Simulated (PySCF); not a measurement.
# Exercise with solution: oscillator strength and radiative lifetime

C4H5FSi, SMILES C(/F)(=C/[SiH3])C#C.

Geometry: B3LYP-D3(BJ)/def2-SVP. The structure was generated by enumeration; whether it is a known compound was not checked.

PySCF with TDDFT-PBE/def2-SVPD puts the first singlet state with f over 0.02 at 5.05 eV (vertical), with the transition dipole (0.127, 1.772, 0.000) in atomic units.

Task: Find the oscillator strength, the wavelength and the radiative lifetime that this transition would have in vacuum if emission retraced absorption.

Result: 
|μ|² = 3.1561 au, so |μ| = 4.52 D. ΔE = 5.05/27.211 = 0.1856 hartree. f = (2/3) ΔE |μ|² = 0.390 (the program prints 0.390).
λ = 1239.84/5.05 = 246 nm; ν = 40731 cm⁻¹.
Einstein's coefficient A = 0.6670 ν² f s⁻¹ (ν in cm⁻¹) = 4.3e8 s⁻¹, so τ = 1/A = 2.3 ns. This state is S2; the lower singlet has f = 0.000. The figure is the radiative limit of this one transition; relaxation, internal conversion, crossing to triplets and a medium change what is measured.
